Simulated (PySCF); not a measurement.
A structure optimised at B3LYP-D3(BJ)/def2-SVP, used in a PySCF frequency run:

```xyz
7

Al     0.0200     0.0023     0.0027
Se    -2.2181    -0.6152    -0.0666
H     -1.9253    -1.9333     0.5319
Se     0.5004     2.2288    -0.4619
H      1.9499     1.9635    -0.5529
Se     1.6299    -1.5981     0.5099
H      2.7018    -0.5886     0.6170
```

Write its SMILES and formula.

[SeH][Al]([SeH])[SeH], AlH₃Se₃

What are its rotational constants (standard atomic weights)?

0.80201, 0.75027, 0.38776 GHz
